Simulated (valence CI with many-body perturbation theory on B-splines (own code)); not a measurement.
Ar¹³⁺: calculated level list

Computed by valence CI with perturbative core correlation (CI+MBPT): three valence electrons over a frozen Dirac-Fock core [He], a basis of 11 s, 11 p, 9 d, 7 f, 5 g, 2 h, 1 i functions for each j, with the one-electron correlation potential Σ1, the two-electron term Σ2, the three-electron term Σ3, Breit, model QED; selected CI, second order for the rest (own B-spline code, finite nucleus).

No measured spectrum was set against this ion. As an estimate, levels of excited configurations hold to 0.05 to 0.15 % of their energy, terms of the ground configuration to about 0.5 %.

Levels 46 to 78 of 78, with energies above the lowest level, 2s²2p ²P°_1/2. "Leading %" is the weight of the configuration and term that name the level; weights of strongly mixed levels are sums over their largest components and can fall short. In the jj column 3d3/2^4 stands for four electrons in 3d with j = 3/2. Lifetimes count E1, E2, E3, M1 and M2 decay at the calculated energies, and are blank where another channel may lead or the interval is too uncertain; long ones can be off by a factor of two.

| No. | Configuration | Term | J | E (eV) | Leading % | Leading jj | Lifetime | Second component |
| --- | --- | --- | --- | --- | --- | --- | --- | --- |
| 46 | 2s2p3s | ²P° | 1/2 | 480.99 | 79 | 2s 2p3/2 3s (55 %) | 647 fs | 16 % 2s2p3d ⁴D° |
| 47 | 2s2p3s | ²P° | 3/2 | 481.02 | 87 | 2s 2p3/2 3s (64 %) | 927 fs |  |
| 48 | 2s2p3d | ²D° | 3/2 | 481.76 | 81 | 2s 2p3/2 3d5/2 (36 %) | 498 fs | 8 % 2s2p3d ⁴D° |
| 49 | 2s2p3d | ²D° | 5/2 | 482.11 | 62 | 2s 2p3/2 3d3/2 (68 %) | 341 fs | 32 % 2s2p3d ⁴D° |
| 50 | 2s2p3d | ⁴D° | 7/2 | 482.20 | 94 | 2s 2p3/2 3d5/2 (68 %) | 198 fs | 4 % 2s2p3d ⁴F° |
| 51 | 2s2p3d | ⁴P° | 5/2 | 483.32 | 67 | 2s 2p3/2 3d5/2 (73 %) | 312 fs | 20 % 2s2p3d ⁴D° |
| 52 | 2s2p3d | ⁴P° | 3/2 | 483.57 | 85 | 2s 2p3/2 3d3/2 (68 %) | 317 fs | 13 % 2s2p3d ⁴D° |
| 53 | 2s2p3d | ⁴P° | 1/2 | 483.78 | 95 | 2s 2p3/2 3d3/2 (92 %) | 340 fs |  |
| 54 | 2s2p3d | ²F° | 5/2 | 487.87 | 97 | 2s 2p1/2 3d5/2 (49 %) | 305 fs |  |
| 55 | 2s2p3d | ²F° | 7/2 | 489.59 | 99 | 2s 2p3/2 3d3/2 (53 %) | 273 fs |  |
| 56 | 2s2p3d | ²P° | 3/2 | 489.98 | 95 | 2s 2p3/2 3d5/2 (48 %) | 379 fs |  |
| 57 | 2s2p3d | ²P° | 1/2 | 490.98 | 97 | 2s 2p3/2 3d5/2 (84 %) | 363 fs |  |
| 58 | 2s2p3p | ²P | 1/2 | 494.58 | 87 | 2s 2p3/2 3p1/2 (48 %) | 1.56 ps | 10 % 2p²3s ²P |
| 59 | 2s2p3p | ²D | 3/2 | 494.69 | 68 | 2s 2p3/2 3p1/2 (69 %) | 3.35 ps | 25 % 2s2p3p ²P |
| 60 | 2s2p3p | ²D | 5/2 | 495.07 | 94 | 2s 2p3/2 3p3/2 (62 %) | 6.41 ps | 4 % 2p²3s ²D |
| 61 | 2s2p3p | ²P | 3/2 | 495.33 | 63 | 2s 2p3/2 3p3/2 (68 %) | 2.01 ps | 24 % 2s2p3p ²D |
| 62 | 2s2p3p | ²S | 1/2 | 498.27 | 91 | 2s 2p3/2 3p3/2 (56 %) | 4.54 ps |  |
| 63 | 2p²3s | ⁴P | 1/2 | 502.34 | 97 | 2p1/2^2 3s (51 %) | 3.01 ps |  |
| 64 | 2p²3s | ⁴P | 3/2 | 503.41 | 98 | 2p1/2 2p3/2 3s (92 %) | 2.94 ps |  |
| 65 | 2p²3s | ⁴P | 5/2 | 504.83 | 97 | 2p3/2^2 3s (52 %) | 2.81 ps |  |
| 66 | 2s2p3d | ²F° | 7/2 | 506.45 | 93 | 2s 2p3/2 3d5/2 (63 %) | 367 fs | 6 % 2p²3p ²F° |
| 67 | 2s2p3d | ²F° | 5/2 | 506.54 | 93 | 2s 2p3/2 3d3/2 (67 %) | 319 fs | 6 % 2p²3p ²F° |
| 68 | 2s2p3d | ²D° | 3/2 | 508.02 | 98 | 2s 2p3/2 3d3/2 (62 %) | 238 fs |  |
| 69 | 2s2p3d | ²D° | 5/2 | 508.33 | 98 | 2s 2p3/2 3d5/2 (67 %) | 240 fs |  |
| 70 | 2p²3s | ²P | 1/2 | 509.48 | 84 | 2p1/2 2p3/2 3s (63 %) | 1.32 ps | 15 % 2s2p3p ²P |
| 71 | 2s2p3d | ²P° | 1/2 | 510.32 | 95 | 2s 2p3/2 3d3/2 (69 %) | 314 fs |  |
| 72 | 2s2p3d | ²P° | 3/2 | 510.55 | 96 | 2s 2p3/2 3d5/2 (62 %) | 316 fs |  |
| 73 | 2p²3s | ²P | 3/2 | 510.92 | 74 | 2p1/2 2p3/2 3s (65 %) | 1.35 ps | 12 % 2s2p3p ²P |
| 74 | 2p²3p | ²S° | 1/2 | 512.81 | 81 | 2p1/2^2 3p1/2 (33 %) | 1.04 ps | 8 % 2p²3p ⁴D° |
| 75 | 2p²3p | ⁴D° | 1/2 | 513.85 | 88 | 2p1/2 2p3/2 3p1/2 (42 %) | 1.77 ps | 10 % 2p²3p ²S° |
| 76 | 2p²3p | ⁴D° | 3/2 | 514.39 | 93 | 2p1/2 2p3/2 3p1/2 (55 %) | 1.91 ps | 4 % 2p²3p ⁴P° |
| 77 | 2p²3s | ²D | 5/2 | 514.41 | 92 | 2p1/2 2p3/2 3s (49 %) | 1.62 ps | 4 % 2s2p3p ²D |
| 78 | 2p²3s | ²D | 3/2 | 514.65 | 82 | 2p3/2^2 3s (63 %) | 1.60 ps | 11 % 2p²3s ²P |

Names give the largest LS component (configuration and term), which can be under half, so a name can repeat, a term be missing and a line seem to break the LS rules; names also repeat where a configuration has a term twice.
